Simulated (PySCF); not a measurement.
Level of theory: PySCF 2.14.0 with M06-2X/def2-TZVP // PBE0-D3(BJ)/def2-TZVP. Gas-phase values, no solvent. One relaxed conformer stands for a flexible species; it need not be the lowest. Excitations are Tamm–Dancoff values on a coarser integration grid. The basis has no diffuse functions, so Rydberg states are missing or too high.

Reference species (SMILES): `S=C1CC1` (neutral, multiplicity 1).

The S1 oscillator strength is 0.000 and the S1–T1 gap (TDA) comes out as 0.39 eV. The T1 excitation (TDA) is 1.73 eV. The S1 excitation (TDA) is 2.11 eV.

Changed species: `C=C=CS`.

**Question.** What does the change do to the S1 oscillator strength, S1–T1 gap (TDA), T1 excitation (TDA) and S1 excitation (TDA)?

**Answer.** the S1 oscillator strength hardly moves; the S1–T1 gap (TDA) decreases by 0.10 eV, to 0.29 eV; the T1 excitation (TDA) goes up by 2.58 eV, to 4.31 eV; the S1 excitation (TDA) rises by 2.48 eV, to 4.59 eV.
